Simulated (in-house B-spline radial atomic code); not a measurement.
Successive ionisation energies of neodymium; each step leads to the configuration of the next row (after the last: bare). Dirac energy differences include first-order Breit, QED and recoil terms. NIST's values go from ground level to ground level; the uncertainty of those that are theory runs from under 0.1 % in few-electron ions to several per cent in heavy many-electron ones. Computed with a radial B-spline atomic code at the basis-set limit: Dirac-Hartree-Fock, jj configuration that fills j = l - 1/2 first, finite nuclei.

A number in brackets counts the electrons of a j subshell.

```json
{"ion": "Nd42+", "configuration": "[Ne] 3s2 3p6", "ionisation energy (eV)": "3371.6", "tabulated value (eV)": "3371", "computed minus tabulated (eV)": "1", "highest orbital": "3p3/2", "largest mean radius (bohr)": "0.24512"}
{"ion": "Nd43+", "configuration": "[Ne] 3s2 3p1/2(2) 3p3/2(3)", "ionisation energy (eV)": "3467.6", "tabulated value (eV)": "3465", "computed minus tabulated (eV)": "3", "highest orbital": "3p3/2", "largest mean radius (bohr)": "0.24396"}
{"ion": "Nd44+", "configuration": "[Ne] 3s2 3p1/2(2) 3p3/2(2)", "ionisation energy (eV)": "3564.5", "tabulated value (eV)": "3567", "computed minus tabulated (eV)": "-3", "highest orbital": "3p3/2", "largest mean radius (bohr)": "0.24282"}
{"ion": "Nd45+", "configuration": "[Ne] 3s2 3p1/2(2) 3p3/2(1)", "ionisation energy (eV)": "3662.3", "tabulated value (eV)": "3662", "computed minus tabulated (eV)": "0", "highest orbital": "3p3/2", "largest mean radius (bohr)": "0.24169"}
{"ion": "Nd46+", "configuration": "[Ne] 3s2 3p1/2(2)", "ionisation energy (eV)": "3889.8", "tabulated value (eV)": "3891", "computed minus tabulated (eV)": "-1", "highest orbital": "3p1/2", "largest mean radius (bohr)": "0.24056"}
{"ion": "Nd47+", "configuration": "[Ne] 3s2 3p1/2(1)", "ionisation energy (eV)": "3997.0", "tabulated value (eV)": "3997", "computed minus tabulated (eV)": "0", "highest orbital": "3p1/2", "largest mean radius (bohr)": "0.23941"}
{"ion": "Nd48+", "configuration": "[Ne] 3s2", "ionisation energy (eV)": "4198.6", "tabulated value (eV)": "4198", "computed minus tabulated (eV)": "1", "highest orbital": "3s1/2", "largest mean radius (bohr)": "0.23827"}
{"ion": "Nd49+", "configuration": "[Ne] 3s1", "ionisation energy (eV)": "4301.2", "tabulated value (eV)": "4302", "computed minus tabulated (eV)": "-1", "highest orbital": "3s1/2", "largest mean radius (bohr)": "0.23701"}
{"ion": "Nd50+", "configuration": "[He] 2s2 2p6", "ionisation energy (eV)": "9742.2", "tabulated value (eV)": "9742", "computed minus tabulated (eV)": "0", "highest orbital": "2p3/2", "largest mean radius (bohr)": "0.098467"}
{"ion": "Nd51+", "configuration": "[He] 2s2 2p1/2(2) 2p3/2(3)", "ionisation energy (eV)": "10010.2", "tabulated value (eV)": "10002", "computed minus tabulated (eV)": "8", "highest orbital": "2p3/2", "largest mean radius (bohr)": "0.097956"}
{"ion": "Nd52+", "configuration": "[He] 2s2 2p1/2(2) 2p3/2(2)", "ionisation energy (eV)": "10281.2", "tabulated value (eV)": "10288", "computed minus tabulated (eV)": "-7", "highest orbital": "2p3/2", "largest mean radius (bohr)": "0.09745"}
{"ion": "Nd53+", "configuration": "[He] 2s2 2p1/2(2) 2p3/2(1)", "ionisation energy (eV)": "10555.3", "tabulated value (eV)": "10555", "computed minus tabulated (eV)": "0", "highest orbital": "2p3/2", "largest mean radius (bohr)": "0.096947"}
{"ion": "Nd54+", "configuration": "[He] 2s2 2p1/2(2)", "ionisation energy (eV)": "11382.6", "tabulated value (eV)": "11384", "computed minus tabulated (eV)": "-1", "highest orbital": "2p1/2", "largest mean radius (bohr)": "0.096448"}
{"ion": "Nd55+", "configuration": "[He] 2s2 2p1/2(1)", "ionisation energy (eV)": "11694.1", "tabulated value (eV)": "11694", "computed minus tabulated (eV)": "0", "highest orbital": "2p1/2", "largest mean radius (bohr)": "0.095912"}
{"ion": "Nd56+", "configuration": "[He] 2s2", "ionisation energy (eV)": "12081.4", "tabulated value (eV)": "12082", "computed minus tabulated (eV)": "-1", "highest orbital": "2s1/2", "largest mean radius (bohr)": "0.095379"}
{"ion": "Nd57+", "configuration": "[He] 2s1", "ionisation energy (eV)": "12341.3", "tabulated value (eV)": "12341.66", "computed minus tabulated (eV)": "0", "highest orbital": "2s1/2", "largest mean radius (bohr)": "0.094895"}
{"ion": "Nd58+", "configuration": "1s2", "ionisation energy (eV)": "50336.3", "tabulated value (eV)": "50339.59", "computed minus tabulated (eV)": "-3", "highest orbital": "1s1/2", "largest mean radius (bohr)": "0.023482"}
{"ion": "Nd59+", "configuration": "1s1", "ionisation energy (eV)": "51515.6", "tabulated value (eV)": "51515.78", "computed minus tabulated (eV)": "0", "highest orbital": "1s1/2", "largest mean radius (bohr)": "0.023321"}
```

Question: Where is the largest jump?

Answer: From Nd57+ to Nd58+, by a factor of 4.08 (12341 to 50336 eV); the highest orbital goes from 2s1/2 to 1s1/2.
